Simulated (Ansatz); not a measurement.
C₅H₁₂BClN₂, SMILES `CC1=[N+](C)[B-](C)(Cl)N1C` at its PBE0-D4/def2-TZVP geometry, where that method's forces vanish. Total charge 0; spin multiplicity 1.

```xyz
21

C     1.5141    1.0252   -1.3634
C     0.5232    0.4937   -0.3990
N    -0.7916    0.4401   -0.5192
C    -1.6036    0.5588   -1.6867
B    -0.8480   -0.2973    0.8817
C    -1.3684   -1.7935    0.8673
Cl   -1.5878    0.7551    2.2086
N     0.7175   -0.0718    0.7790
C     1.8169    0.0161    1.6841
H     1.2005    2.0048   -1.7283
H     1.5951    0.3553   -2.2234
H     2.4980    1.1153   -0.9057
H    -1.0967    1.1442   -2.4580
H    -2.5376    1.0660   -1.4361
H    -1.8550   -0.4209   -2.1105
H    -2.4494   -1.8301    0.7033
H    -1.1757   -2.2870    1.8236
H    -0.8872   -2.3858    0.0818
H     2.0757   -0.9735    2.0688
H     1.5587    0.6537    2.5362
H     2.7012    0.4316    1.1958
```

**Question.** What forces (eV/Å) does ωB97M-V/def2-TZVPP give on these atoms in the Gaussian-basis code of Ansatz? (Estimate.)

**Answer.** Ansatz gave: 
```
C1   0.173  0.099 -0.182
C2  -0.066 -0.032  0.059
N3   0.094  0.006  0.144
C4  -0.222  0.022 -0.314
B5  -0.047 -0.103  0.014
C6  -0.037 -0.084  0.001
Cl7 -0.039  0.071  0.086
N8  -0.123 -0.047 -0.129
C9   0.294  0.023  0.260
H10  0.017 -0.079  0.035
H11 -0.016  0.047  0.078
H12 -0.077 -0.007 -0.034
H13 -0.036 -0.035  0.048
H14  0.079 -0.035 -0.026
H15  0.029  0.083  0.039
H16  0.059  0.001  0.010
H17 -0.011  0.029 -0.055
H18 -0.022  0.036  0.037
H19 -0.016  0.085 -0.037
H20  0.024 -0.050 -0.078
H21 -0.057 -0.030  0.042
```
